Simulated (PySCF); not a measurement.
Computed IR spectrum (relative IR intensity) of a molecule C₅H₁₀. Coordinates come from a PBE0-D3(BJ)/def2-SVP optimisation. The values are those of a single conformer. All values below come from PBE0-D3(BJ)/def2-SVP (PySCF 2.14.0). No scaling factor is applied to the harmonic values.

| ν (cm⁻¹) | relative intensity |
|---|---|
| 396 | 3.6 |
| 715 | 5.3 |
| 885 | 11 |
| 967 | 3.2 |
| 973 | 42 |
| 1039 | 13 |
| 1154 | 19 |
| 1407 | 26 |
| 1432 | 15 |
| 1464 | 9.0 |
| 1469 | 17 |
| 1474 | 21 |
| 3040 | 68 |
| 3043 | 79 |
| 3129 | 100 |
| 3140 | 35 |
| 3144 | 28 |
| 3148 | 80 |
| 3242 | 30 |

Which molecule gave these data?
(A) C1CCCC1
(B) CC=C(C)C
(C) CC1(C)CC1
(D) C=CCCC

C, CC1(C)CC1
